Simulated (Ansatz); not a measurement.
Cartesian coordinates (Å):
SMILES: C=CC(=C)F
```xyz
10

C     -1.6492    -0.6974     0.3489
C     -0.6456    -0.2326    -0.4107
C      0.6291     0.2331     0.1019
C      1.6565     0.7040    -0.6182
F      0.7505     0.1673     1.4569
H     -2.5840    -1.0329    -0.0993
H     -1.5595    -0.7531     1.4340
H     -0.7480    -0.1818    -1.4975
H      2.5776     1.0316    -0.1406
H      1.5727     0.7620    -1.7013
```
Charge 0, spin multiplicity 1.

Calculation: frozen-core CCSD(T)/def2-TZVPP // PBE-D3(BJ)/def2-TZVP run with Ansatz (a first-principles code). The restricted HF reference is unstable towards unrestricted orbitals.

```
Quantity                       Result
----------------------  -------------
HF energy               -253.87793 Ha
MP2 correlation energy    -0.88827 Ha
```

Estimate the CCSD correlation energy, the (T) correction, the total energy and the T1 diagnostic.


CCSD correlation energy: -0.91958 Ha
(T) correction: -0.03992 Ha
CCSD(T) total energy: -254.83744 Ha
T1 diagnostic: 0.012
